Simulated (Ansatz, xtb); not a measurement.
# Relative energy of two isomers of AlFH6Si2

Structure I: `[F][Al]([SiH3])[SiH3]`, a singlet. Structure II: `[F][AlH][SiH2][SiH3]`, a singlet. Both are isolated molecules in the gas phase, relaxed with PBE0-D3(BJ)/pcseg-1; the shapes shown needn't be the lowest conformers.

I (Å):

```tsv
atom	x (Å)	y (Å)	z (Å)
Al	-0.3238	0.8239	-2.7199
F	-1.7646	0.2910	-3.4098
Si	1.6906	0.5049	-4.0869
Si	-0.4755	1.8460	-0.4924
H	1.5204	1.0927	-5.4515
H	1.9955	-0.9512	-4.2479
H	2.8774	1.1530	-3.4471
H	0.7311	1.4983	0.3219
H	-1.6924	1.4174	0.2615
H	-0.5089	3.3376	-0.6214
```

II (Å):

```yaml
atoms:
  - { symbol: Al, position_ang: [-2.0469, -0.2399, -1.9007] }
  - { symbol: F, position_ang: [-2.5748, -0.6642, -3.4370] }
  - { symbol: Si, position_ang: [0.3599, 0.0234, -1.5573] }
  - { symbol: Si, position_ang: [0.8437, 0.6479, 0.6495] }
  - { symbol: H, position_ang: [-3.1829, -0.0502, -0.8098] }
  - { symbol: H, position_ang: [0.8982, 1.0610, -2.4934] }
  - { symbol: H, position_ang: [1.0610, -1.2627, -1.8697] }
  - { symbol: H, position_ang: [0.3284, -0.3918, 1.5912] }
  - { symbol: H, position_ang: [0.1656, 1.9413, 0.9670] }
  - { symbol: H, position_ang: [2.3112, 0.8098, 0.8717] }
```

Problem. Estimate which is lower in electronic energy at CCSD(T)/def2-SVP + ΔMP2/def2-TZVPP, and by roughly how much.

Solution. Too close to call at this level: CCSD(T)/def2-SVP + ΔMP2/def2-TZVPP gives E(II) − E(I) = −0.009 eV.

How the difference moves with the method:

```
                             level             geometry  E(II) − E(I) (eV)  departure from the last row (eV)  job, with rough time for the two
                          GFN2-xTB             GFN2-xTB              −0.066                            −0.057              optimisation, 0.16 s
                         HF/STO-3G             GFN2-xTB              −0.065                            −0.056              single point, 0.24 s
                r2SCAN-D4/def2-SVP             GFN2-xTB              +0.033                            +0.042                 single point, 3 s
               PBE0-D3(BJ)/pcseg-1  PBE0-D3(BJ)/pcseg-1              +0.027                            +0.036                optimisation, 57 s
                       HF/def2-SVP  PBE0-D3(BJ)/pcseg-1              +0.001                            +0.010           part of the CCSD(T) run
                      MP2/def2-SVP  PBE0-D3(BJ)/pcseg-1              −0.037                            −0.028           part of the CCSD(T) run
                  CCSD(T)/def2-SVP  PBE0-D3(BJ)/pcseg-1               0.000                            +0.009                      single point
CCSD(T)/def2-SVP + ΔMP2/def2-TZVPP  PBE0-D3(BJ)/pcseg-1              −0.009                                                  single point, 14 s
```

As drawn, II has 1 Si–Si, 1 Al–H in place of 1 Al–Si, 1 Si–H.

The largest departure from CCSD(T)/def2-SVP + ΔMP2/def2-TZVPP is that of GFN2-xTB, 0.057 eV. A small imaginary or near-zero mode remains, so no thermal terms are given. The last row adds to CCSD(T) the change of the MP2 difference between the two basis sets, here −0.009 eV.

The correlated steps freeze 16 core orbitals. Programs: Ansatz 0.2.0, xtb 6.7.1; the last row on 2 threads of Arm Neoverse V2 on a shared host.
